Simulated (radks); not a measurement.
Spherical quantum dot in the effective-mass picture: electrons in a parabolic well V = omega^2 r^2 / 2 with omega = 3.12, with a point charge +1 (a donor) at the centre, all in effective atomic units (hartree* = m*/eps^2 hartree, bohr* = eps/m* bohr), one dielectric constant everywhere. Method: non-relativistic Kohn-Sham, r2SCAN, spin-polarised, spherical densities, generalised Kohn-Sham scheme; computed with a radial shooting solver with Libxc functionals. Levels are named by radial order and angular momentum (1s, 1p, 1d, 2s, ...), and open shells are averaged over m.

N = 5, configuration 1s2 1p(up 3, down 0). This is the lowest configuration that the search found. Occupied and some empty levels:

level    occupation  eigenvalue (hartree*)  <r> (bohr*)
1s up             1                 7.6007       0.6332
1s down           1                 7.9480       0.6193
1p up             3                 10.815       0.8784
1p down           0                 11.254       0.8749
2s up             0                 13.545       0.9529
2s down           0                 13.849       0.9495
1d up             0                 13.854        1.050
1d down           0                 14.305        1.048
1f up             0                 16.932        1.193
1f down           0                 17.407        1.187

Energy (hartree*): total 35.0768, kinetic 15.868, external 8.9402, Hartree 14.411, exchange-correlation -4.1419.
